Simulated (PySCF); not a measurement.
C₂H₃Cl₃OSi.
Numbering: `[O:1]=[CH:2][SiH2:3][C:4]([Cl:5])([Cl:6])[Cl:7]` (hydrogens: H8 on C2; H9, H10 on Si3)

Method: PBE0-D3(BJ)/def2-SVP geometry optimisation, gas phase (PySCF); density fitting, grid level 1; the optimiser is geomeTRIC in internal coordinates, started from a GFN2-xTB structure with every atom displaced at random (about 0.01 Å).

Geometry at step 0:
```
atom  x, y, z in Å
O1     -2.8219   -0.4038    0.1293
C2     -1.6668   -0.5711    0.2310
Si3    -0.3760    0.7912   -0.1839
C4      1.3854   -0.1182   -0.0554
Cl5     1.5823   -0.7360    1.5912
Cl6     1.3605   -1.4959   -1.1765
Cl7     2.7087    0.9530   -0.4581
H8     -1.2768   -1.5476    0.5783
H9     -0.4920    1.2711   -1.5279
H10    -0.3529    1.8366    0.8511
```

Task: Give the atomic forces at this geometry.

Result: 
```json
{"atom": "O1", "Fx (eV/Å)": "-3.199", "Fy (eV/Å)": "0.673", "Fz (eV/Å)": "-0.344"}
{"atom": "C2", "Fx (eV/Å)": "2.617", "Fy (eV/Å)": "-0.364", "Fz (eV/Å)": "0.188"}
{"atom": "Si3", "Fx (eV/Å)": "1.390", "Fy (eV/Å)": "-0.977", "Fz (eV/Å)": "0.927"}
{"atom": "C4", "Fx (eV/Å)": "-1.086", "Fy (eV/Å)": "0.247", "Fz (eV/Å)": "-0.077"}
{"atom": "Cl5", "Fx (eV/Å)": "-0.042", "Fy (eV/Å)": "-0.056", "Fz (eV/Å)": "0.401"}
{"atom": "Cl6", "Fx (eV/Å)": "-0.081", "Fy (eV/Å)": "-0.210", "Fz (eV/Å)": "-0.277"}
{"atom": "Cl7", "Fx (eV/Å)": "0.344", "Fy (eV/Å)": "0.418", "Fz (eV/Å)": "-0.134"}
{"atom": "H8", "Fx (eV/Å)": "0.362", "Fy (eV/Å)": "-0.526", "Fz (eV/Å)": "0.209"}
{"atom": "H9", "Fx (eV/Å)": "-0.200", "Fy (eV/Å)": "0.469", "Fz (eV/Å)": "-1.040"}
{"atom": "H10", "Fx (eV/Å)": "-0.106", "Fy (eV/Å)": "0.326", "Fz (eV/Å)": "0.147"}
```

The largest, 3.29 eV/Å, acts on O1; the rms over all components is 0.919 eV/Å. The forces sum to zero within rounding, as they must for an isolated molecule in no field.

Task: Give the force on O1 in Eh/bohr and in nN.

Result: 3.287 eV/Å ÷ 51.422 = 0.06391 Eh/bohr, and 3.287 eV/Å × 1.602 = 5.27 nN.

Task: How far is this geometry from the end of the optimisation?

Result: 0.161 eV above it, and 0.086 Å rms away after alignment. The bonds farthest from their final lengths, with half the difference of the two atoms' forces along the bond (positive lengthens):

```json
{"bond": "Si3–C4", "now (Å)": "1.986", "final (Å)": "1.915", "force along bond (eV/Å)": "-1.41"}
{"bond": "Si3–H9", "now (Å)": "1.432", "final (Å)": "1.488", "force along bond (eV/Å)": "+1.23"}
{"bond": "O1=C2", "now (Å)": "1.172", "final (Å)": "1.205", "force along bond (eV/Å)": "+2.96"}
{"bond": "C4–Cl7", "now (Å)": "1.749", "final (Å)": "1.775", "force along bond (eV/Å)": "+0.60"}
{"bond": "C2–H8", "now (Å)": "1.107", "final (Å)": "1.124", "force along bond (eV/Å)": "-0.32"}
{"bond": "Si3–H10", "now (Å)": "1.471", "final (Å)": "1.488", "force along bond (eV/Å)": "+0.18"}
```

The angle farthest from its final value is O1–C2–Si3, 122.8° against 119.1°.

Of the 6 listed bonds off by 0.010 Å or more, this force points towards the final length in 5.

What follows is the cost of the whole optimisation. On Arm Neoverse V1, one thread (shared host), this took 52 s wall and 0.55 GiB of memory at its peak.
